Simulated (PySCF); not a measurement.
C2H7Al, charge -1, multiplicity 2. Atoms are numbered in the order given.

```xyz
10

Al    -0.1592    -0.6623     0.0000
C      0.0421     0.4994    -1.6579
H     -0.0051    -0.0772    -2.5991
H     -0.7324     1.2854    -1.7223
H      1.0228     1.0187    -1.6468
C      0.0421     0.4994     1.6579
H     -0.0051    -0.0772     2.5991
H      1.0228     1.0187     1.6468
H     -0.7324     1.2854     1.7223
H      0.9937    -1.8361     0.0000
```
Charge -1, spin multiplicity 2.

Geometry: B3LYP-D3(BJ)/def2-SVPD. The multiplicity is an assumed one; other spin states were not compared. The isomer is the one that the SMILES or the coordinates give; other isomers of the formula were not compared.

Method: B3LYP/def2-TZVPD run with PySCF.

 A positive occupied level means that this level leaves the electron formally unbound; only the finite basis holds it.

The total energy is -322.92443 hartree, the point group is Cs and the α spin, highest occupied and lowest empty level comes out as 1.10 and 3.64 eV. The β spin, highest occupied and lowest empty level is -2.26 and 3.14 eV and the dipole moment about the centre of nuclear charge is 3.46 D. The mean static polarisability comes out as 130.2 bohr³ (19.29 Å³), the polarisability, principal values comes out as 105.3, 142.1, 143.1 bohr³ and the ⟨S²⟩ comes out as 0.751 (pure state 0.75).
